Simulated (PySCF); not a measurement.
C₂H₆O₂Si₂, SMILES O=C1C[SiH2]O[SiH2]1. Atoms are numbered in the order given.

```xyz
12

O     -2.0299     1.3770     0.1022
C     -1.0923     0.6515    -0.1198
C     -1.1783    -0.8704    -0.1584
Si     0.4958    -1.5439     0.4297
O      1.4930    -0.2507     0.0250
Si     0.7610     1.2105    -0.3530
H     -1.2621    -1.1517    -1.2262
H     -2.0870    -1.2235     0.3523
H      0.5321    -1.7937     1.8991
H      0.9212    -2.7703    -0.2993
H      1.0755     1.6236    -1.7509
H      1.1434     2.2856     0.6022
```

Coordinates come from a PBE0-D3(BJ)/def2-SVP optimisation. The structure was generated by enumeration, and PubChem lists no compound with its InChIKey, so it may never have been made. One conformer was computed; it need not be the lowest.

Vertical ionisation energy (IE) and electron affinity (EA) in eV. Rows of orbital energies are one-electron estimates. Where ΔSCF, EOM or ADC give a negative EA the extra electron is unbound and the value depends on the basis.

```csv
level,IE,EA
"−ε(HOMO), −ε(LUMO), PBE0/def2-TZVP (PySCF)",6.85,1.51
"−ε(HOMO), −ε(LUMO), PBE/def2-TZVP (PySCF)",___,___
```

Problem. Some entries are withheld; supply them. (An estimate is asked for; the answer gives what the named calculation found.)

Solution. 
- −ε(HOMO), −ε(LUMO), PBE/def2-TZVP (PySCF), IE: 5.44
- −ε(HOMO), −ε(LUMO), PBE/def2-TZVP (PySCF), EA: 2.58
